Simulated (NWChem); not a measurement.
System: CH$_{3}$Cl$_{2}$InS; SMILES C[S][In]([Cl])[Cl]

Here is an NWChem input.

```
start job
memory heap 200 mb stack 900 mb global 1100 mb
geometry units angstroms noautoz
  In     0.033587     0.275690     0.000000
  Cl     0.947354     2.421313     0.000000
  Cl    -2.304407     0.118210     0.000000
  S      1.327326    -1.717858     0.000000
  C      0.019523    -2.994405     0.000000
  H     -0.609237    -2.939072     0.897811
  H      0.550771    -3.956404     0.000000
  H     -0.609237    -2.939072    -0.897811
end
basis spherical
  In library 3-21g
  Cl library 3-21g
  S library 3-21g
  C library 3-21g
  H library 3-21g
end
dft
  xc xtpss03 ctpss03
  iterations 150
  mulliken
end
task dft energy
```

Structure relaxed at the PBE0/def2-SVP (def2 core potentials past Kr) level. Not confirmed as a minimum by frequencies.

Task: Give the results of this calculation. (TPSS/3-21G, non-relativistic.) Quantities: basis functions; energy (Ha); highest occupied level (eV); orbital gap (eV); dipole (D).

Result: 
| Quantity | Result |
|---|---|
| number of basis functions | 85 |
| energy (Ha) | -7069.01 |
| highest occupied level (eV) | -6.69 |
| orbital gap (eV) | 3.42 |
| dipole (D) | 2.99 |
